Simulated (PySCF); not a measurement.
C6H3F3O3: full NMR table

```
Formula                               : C6H3F3O3
SMILES                                : CC(F)(F)C1=C(F)C(=O)OC1=O
Point group of the computed structure : C1
Degrees of unsaturation               : 4
Carbon signals                        : 6
Proton signals                        : 1
```

Atoms are numbered as in `[CH3:1][C:2]([F:3])([F:4])[C:5]1=[C:6]([F:7])[C:8](=[O:9])[O:10][C:11]1=[O:12]`; H(Xn) means a hydrogen on atom n.

Computational details: J: B3LYP/pcJ-1 (spin–dipole term only in couplings to heteroatoms), shieldings: GIAO B3LYP/pcSseg-2, geometry from PBE0-D3(BJ)/def2-SVP, in PySCF 2.14.0 with density-fitted response routines (non-relativistic, gas phase, a single conformation, rapidly exchanging positions averaged).

δ = σ(ref) − σ, references computed at the same level: 1H (σ = 31.39 ppm) and 13C (σ = 179.19 ppm) against TMS; 19F (σ = 169.74 ppm) against CFCl3; H2O for 17O (σ = 325.85 ppm).

| carbon | δC, type | δH (multiplicity, J in Hz) | HMBC from (abs. J ≥ 3 Hz) | span of the C tensor (ppm) |
| --- | --- | --- | --- | --- |
| C1 | 24.8, CH3 | 1.95 (t, 19.3) | – | 40 |
| C2 | 125.9, C | – | H(C1) | 37 |
| C5 | 127.7, C | – | – | 180 |
| C6 | 167.7, C | – | – | 154 |
| C8 | 167.1, C | – | – | 165 |
| C11 | 170.3, C | – | – | 168 |

Other nuclei:
```csv
atoms,nucleus,environment,δ (ppm),σ (ppm)
F3/F4,19F,fluorine of a CF2 group,-105.2,274.9
F7,19F,vinylic fluorine,-108.3,278.1
O12,17O,ester carbonyl oxygen,489.6,-163.8
O9,17O,ester carbonyl oxygen,484.1,-158.2
O10,17O,ester alkoxy oxygen,303.5,22.4
```

Selected couplings (Hz, signed; the shortest-range and largest first, 30 at most; isotopes 13C, 19F, 1H): 1J(C6,F7) -394.7, 1J(C2,F3) -297.2, 1J(C1,H(C1)) 138.2, 2J(F3,C5) 31.5, 2J(F7,C8) 28.5, 2J(C1,F3) 26.3, 2J(C5,F7) -4.2, 3J(F3,H(C1)) 19.3, 3J(F7,C11) 12.4, 3J(F3,C11) 5.7, 3J(C2,F7) -2.3, 3J(F3,C6) 1.4, 4J(F3,F7) 19.7.

Carbon types of the structure: 5 × C, 1 × CH3, which accounts for all hydrogens. δC 170.3, 167.1: anhydride carbonyl carbon; it is a carbonyl in resonance with an O or N lone pair, the region of acids, esters and amides. δC 167.7, 127.7: β carbon of a C=C–C=O unit. δC 125.9: allylic fully substituted sp3 carbon bonded to 2 F; 2 electronegative neighbours deshield it. δC 24.8: methyl carbon; saturated and bonded to C and H only. δH 1.95: hydrogen on a methyl carbon.

C–F couplings over four or more bonds (about 3 Hz to the para carbon of a fluoroarene) are left out. Common functionals overestimate the size of one-bond C–F couplings by tens of Hz; these are unscaled. Splittings below 1 Hz are ignored in the labels, and close J values are merged. Shifts are as computed. Against solution values, carbons near 30 ppm lie about +3 ppm off and those near 130 ppm about +8 ppm. Of 1211 compounds with measured shifts, 218 miss one by over three times the rms of a fit or turn the order of signals round; such compounds aren't used in these exercises. Unscaled 19F shifts against computed CFCl3 carry errors that often reach 10 to 50 ppm. Unscaled 17O shifts of doubly bonded oxygen tend to come out too high, by tens of ppm or more. Experimental scales use liquid or dissolved standards, which lie at an offset from isolated H2O (liquid H2O: subtract about 36 ppm).
